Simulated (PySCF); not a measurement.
Cartesian coordinates (Å):
```xyz
20

Mo    -0.1418    -0.0429     0.0958
N      0.4748    -1.6626     1.1228
H     -0.1641    -2.1741     1.7423
H      1.4467    -1.8509     1.3957
N      0.1632     0.9316     1.8155
H      0.1583     1.9477     1.9680
H      0.4968     0.4588     2.6609
N     -1.9007    -0.9154     0.1656
H     -2.6971    -0.4141     0.5774
H     -2.1692    -1.8465    -0.1682
N     -0.3707     1.8663    -0.4534
H     -0.2467     2.7029     0.1300
H     -0.4779     2.1437    -1.4337
N     -0.2719    -0.4291    -1.8786
H     -1.1815    -0.4839    -2.3513
H      0.4630    -0.2250    -2.5663
C      1.9730    -0.2386    -0.5125
H      2.2110     0.5608    -1.2430
H      2.1617    -1.2309    -0.9610
H      2.6122    -0.0981     0.3827
```
Charge 0, multiplicity 1.

Q: What is the computed dipole moment, LUMO and total energy (PBE-D3(BJ)/def2-TZVP // BP86-D3(BJ)/def2-SVP (PySCF))?

A: 
dipole moment: 1.80 D
LUMO: -2.46 eV
total energy: -10551.56 eV
